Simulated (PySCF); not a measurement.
F3GeHSe, SMILES [F][Ge]([F])([F])[SeH].

Geometry optimised at PBE-D3(BJ)/def2-SVP. The structure was generated by enumeration, and PubChem lists no compound with its InChIKey, so it may never have been made. Other conformers were not sampled.

These are PBE-D3(BJ)/def2-SVP run with PySCF values and carry that method's errors.

Frequencies are harmonic and unscaled.

Computed normal modes with their intensities:
```
mode  ν (cm⁻¹)  IR (km/mol)  moving atoms (share of kinetic energy)
----  --------  -----------  --------------------------------------
1           39          7.3                          H 78 %, F 21 %
2          125          2.4                F 71 %, Ge 15 %, Se 12 %
3          147          6.8        F 57 %, H 16 %, Ge 14 %, Se 13 %
4          218         18.9                         F 67 %, Se 28 %
5          224          8.9                         F 79 %, Ge 17 %
6          226         13.7                 F 81 %, Ge 11 %, Se 9 %
7          322         55.4                Ge 53 %, Se 24 %, F 23 %
8          652          3.1                                  H 93 %
9          690         77.8                         F 86 %, Ge 13 %
10         727         70.1                         F 75 %, Ge 25 %
11         737         66.8                         F 72 %, Ge 27 %
12        2355          1.9                                  H 99 %
```
